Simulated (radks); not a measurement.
Coulomb parameter of the 4d shell of the niobium ion Nb2+ in the model configuration [Kr] 4d2 5p1, as a second difference U = [E(n + 0.5) + E(n - 0.5) - 2 E(n)] / (0.5)^2 with all orbitals relaxed. "Bare": the charge of the atom changes with n. "Screened": the 5p shell takes up the change at fixed total charge, which measures U(4d,4d) + U(5p,5p) - 2 U(4d,5p). Method: scalar-relativistic Kohn-Sham, r2SCAN, spin-unpolarised, spherical densities, finite nucleus; meta-GGA in the generalised Kohn-Sham scheme; Fermi nuclear charge, rms radius 4.324 fm; computed with a radial shooting solver on a logarithmic mesh with Libxc functionals.

| case | configuration | E - E(n) (eV) |
|---|---|---|
| start | [Kr] 4d2 5p1 | 0.000 |
| bare +0.5 | [Kr] 4d2.5 5p1 | -9.943 |
| bare -0.5 | [Kr] 4d1.5 5p1 | 12.708 |
| screened +0.5 | [Kr] 4d2.5 5p0.5 | -4.245 |
| screened -0.5 | [Kr] 4d1.5 5p1.5 | 4.714 |

U(bare) = 11.061 eV, U(screened by 5p) = 1.878 eV, against the Slater integral F0(4d,4d) = 14.044 eV with frozen orbitals.
